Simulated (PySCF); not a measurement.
**Atomic charges against the basis set**

C₃H₁₂BP.
SMILES with atom numbers: `[BH3-:1][P+:2]([CH3:3])([CH3:4])[CH3:5]` (hydrogens: H6, H7, H8 on B1; H9, H10, H11 on C3; H12, H13, H14 on C4; H15, H16, H17 on C5)

PBE0 throughout (PySCF), one geometry, spherical d and f functions. Geometry: PBE0-D3(BJ)/def2-SVP; no solvent, vibrations or thermal averaging. Atoms taken as equivalent share a column and are averaged.

Mulliken charges (e):

```json
{"basis": "STO-3G", "functions": "41", "B1": "-0.213", "P2": "+0.695", "C3/C4/C5": "-0.363", "H6/H7/H8": "-0.097", "H9 (×9)": "+0.100"}
{"basis": "6-31G", "functions": "73", "B1": "-0.184", "P2": "+0.721", "C3/C4/C5": "-0.751", "H6/H7/H8": "-0.063", "H9 (×9)": "+0.212"}
{"basis": "6-31G*", "functions": "98", "B1": "-0.249", "P2": "+0.598", "C3/C4/C5": "-0.717", "H6/H7/H8": "-0.045", "H9 (×9)": "+0.215"}
{"basis": "def2-SVP", "functions": "134", "B1": "-0.266", "P2": "+0.226", "C3/C4/C5": "-0.213", "H6/H7/H8": "-0.040", "H9 (×9)": "+0.089"}
{"basis": "6-311+G(2d,p)", "functions": "215", "B1": "-0.545", "P2": "+0.828", "C3/C4/C5": "-0.628", "H6/H7/H8": "-0.008", "H9 (×9)": "+0.181"}
{"basis": "def2-TZVP", "functions": "233", "B1": "-0.372", "P2": "+0.266", "C3/C4/C5": "-0.397", "H6/H7/H8": "-0.017", "H9 (×9)": "+0.150"}
```

IAO charges (e):

```json
{"basis": "STO-3G", "functions": "41", "B1": "-0.527", "P2": "+0.927", "C3/C4/C5": "-0.548", "H6/H7/H8": "-0.034", "H9 (×9)": "+0.149"}
{"basis": "6-31G", "functions": "73", "B1": "-0.652", "P2": "+0.976", "C3/C4/C5": "-0.624", "H6/H7/H8": "+0.001", "H9 (×9)": "+0.172"}
{"basis": "6-31G*", "functions": "98", "B1": "-0.660", "P2": "+1.080", "C3/C4/C5": "-0.628", "H6/H7/H8": "-0.003", "H9 (×9)": "+0.164"}
{"basis": "def2-SVP", "functions": "134", "B1": "-0.680", "P2": "+1.091", "C3/C4/C5": "-0.619", "H6/H7/H8": "+0.001", "H9 (×9)": "+0.160"}
{"basis": "6-311+G(2d,p)", "functions": "215", "B1": "-0.696", "P2": "+1.117", "C3/C4/C5": "-0.647", "H6/H7/H8": "+0.004", "H9 (×9)": "+0.167"}
{"basis": "def2-TZVP", "functions": "233", "B1": "-0.700", "P2": "+1.129", "C3/C4/C5": "-0.651", "H6/H7/H8": "+0.005", "H9 (×9)": "+0.168"}
```

Hirshfeld charges (e):

```csv
basis,functions,B1,P2,C3/C4/C5,H6/H7/H8,H9 (×9)
STO-3G,41,-0.156,+0.481,-0.073,-0.119,+0.028
6-31G,73,-0.173,+0.369,-0.134,-0.092,+0.054
6-31G*,98,-0.175,+0.343,-0.133,-0.088,+0.055
def2-SVP,134,-0.183,+0.398,-0.144,-0.091,+0.055
"6-311+G(2d,p)",215,-0.169,+0.363,-0.149,-0.087,+0.057
def2-TZVP,233,-0.173,+0.362,-0.151,-0.087,+0.058
```

ESP-fitted charges (e):

```tsv
basis	functions	B1	P2	C3/C4/C5	H6/H7/H8	H9 (×9)
STO-3G	41	-0.480	+1.033	-0.617	-0.060	+0.164
6-31G	73	-0.297	+0.819	-0.680	-0.082	+0.196
6-31G*	98	-0.343	+0.832	-0.679	-0.067	+0.195
def2-SVP	134	-0.414	+0.874	-0.625	-0.054	+0.175
6-311+G(2d,p)	215	-0.310	+0.867	-0.698	-0.079	+0.197
def2-TZVP	233	-0.323	+0.892	-0.698	-0.077	+0.195
```

Some averages cover members that differ in this geometry, most widely: H9 (×9), Mulliken in 6-311+G(2d,p) +0.164 to +0.189 e.

Problem. Which scheme is steadiest as the basis changes?

Solution. Largest range over the bases for any column: Hirshfeld 0.14 e, IAO 0.20 e, ESP-fitted 0.21 e, Mulliken 0.60 e. Hirshfeld charges move least and Mulliken charges most, counted in e. Without the minimal STO-3G basis the ranges are Hirshfeld 0.05, IAO 0.15, ESP-fitted 0.12, Mulliken 0.60 e.

Problem. How much do the charges still move between the two largest bases, 6-311+G(2d,p) and def2-TZVP?

Solution. At most, over all atoms: Mulliken 0.562 e, IAO 0.012 e, Hirshfeld 0.004 e, ESP-fitted 0.025 e.

Problem. What do the same runs give for the total energy, the frontier levels and the dipole moment?

Solution. 
```json
{"basis": "STO-3G", "energy (Eh)": "-481.9038", "HOMO (eV)": "-5.71", "LUMO (eV)": "6.60", "μ (D)": "5.92"}
{"basis": "6-31G", "energy (Eh)": "-487.3402", "HOMO (eV)": "-7.72", "LUMO (eV)": "2.00", "μ (D)": "5.37"}
{"basis": "6-31G*", "energy (Eh)": "-487.4138", "HOMO (eV)": "-7.72", "LUMO (eV)": "2.06", "μ (D)": "5.25"}
{"basis": "def2-SVP", "energy (Eh)": "-487.2279", "HOMO (eV)": "-7.87", "LUMO (eV)": "1.15", "μ (D)": "5.30"}
{"basis": "6-311+G(2d,p)", "energy (Eh)": "-487.4936", "HOMO (eV)": "-7.92", "LUMO (eV)": "-0.26", "μ (D)": "5.23"}
{"basis": "def2-TZVP", "energy (Eh)": "-487.5071", "HOMO (eV)": "-7.89", "LUMO (eV)": "0.59", "μ (D)": "5.21"}
```

The dipole is fixed by the density alone, so its range of 0.71 D shows that the density itself changes with the basis, not only its division among atoms.
